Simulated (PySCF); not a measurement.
**Mg⁷⁺: ionisation energy**

Mg⁷⁺ [He] 2s2 2p1 [2p1/2^1, M_J = 1/2] → Mg⁸⁺ [He] 2s2, as a difference of total energies. Computed with PySCF 2.14 in an even-tempered Gaussian basis (18 s from 0.78 bohr⁻², ratio 2.4; 10 p from 1 bohr⁻², ratio 2.4; 5 d from 4.1 bohr⁻², ratio 2.6; 5 f from 6.2 bohr⁻², ratio 2.6), with the two-component X2C-1e Hamiltonian. Correlated levels: nothing frozen; the 30 highest virtual spinors dropped. "Screened" scales the spin-orbit matrix elements by Boettger's factors to mimic the two-electron term; Breit and QED terms are absent.

Problem. Order these methods by the ionisation energy they give, lowest first.
A. GHF (screened spin-orbit)
B. GMP2 (screened spin-orbit)
C. GHF (spin-free)
D. GMP2 (spin-free)

Solution. C (266.04 eV), D (266.15 eV), A (266.32 eV), B (266.43 eV).

For comparison: 265.92 eV (semi-empirical (NIST evaluation); NIST Atomic Spectra Database, ionization energies).
